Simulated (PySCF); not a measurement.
**Correlation energy of Ir⁺ (iridium, charge +1)**

[Xe] 4f14 5d8, high-spin 3F determinant (an excited configuration). All numbers are calculated (PySCF 2.14, scalar relativity by spin-free X2C-1e, in ANO-RCC-VTZP (8s7p5d3f1g, 84 functions)). Frozen: [Kr] 4d10 4f14; 16 electrons correlated.

MP2 pair energies summed by pair of shells (mhartree):

| pair | energy | share (%) |
| --- | --- | --- |
| 5d-5d | -194.11 | 44.9 |
| 5p-5d | -146.42 | 33.9 |
| 5p-5p | -46.84 | 10.8 |
| 5s-5d | -21.00 | 4.9 |
| 5s-5p | -20.96 | 4.8 |
| 5s-5s | -3.13 | 0.7 |

Total MP2 correlation energy: -432.46 mhartree.

Same-spin part -140.02 and opposite-spin part -292.43 mhartree; SCS-MP2 scales them by 1/3 and 6/5 to -397.60 mhartree.
